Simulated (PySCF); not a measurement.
**Mg⁺: excitation energy**

Mg⁺ [Ne] 3s1 (2S) → Mg⁺ [Ne] 3d1 (2D), as a difference of total energies. Computed with PySCF 2.14 in aug-cc-pVQZ, with the non-relativistic Hamiltonian (point nucleus). The calculations carry no spin-orbit coupling.

```json
{"method": "UHF", "excitation energy (cm⁻¹)": "69621"}
{"method": "LDA", "excitation energy (cm⁻¹)": "70390"}
{"method": "PBE", "excitation energy (cm⁻¹)": "68187"}
{"method": "PBE0", "excitation energy (cm⁻¹)": "68745"}
{"method": "r2SCAN", "excitation energy (cm⁻¹)": "68255"}
{"method": "r2SCAN0", "excitation energy (cm⁻¹)": "69234"}
{"method": "M06-L", "excitation energy (cm⁻¹)": "61244"}
{"method": "CAM-B3LYP", "excitation energy (cm⁻¹)": "71749"}
{"method": "HSE06", "excitation energy (cm⁻¹)": "68634"}
```

Which method comes closest to the reference value, and which is furthest?

The reference is 71491 cm⁻¹ (measured; NIST levels, between the centres of gravity of the two terms). Closest: CAM-B3LYP (error 258.86 cm⁻¹); furthest: M06-L (error -10247 cm⁻¹).
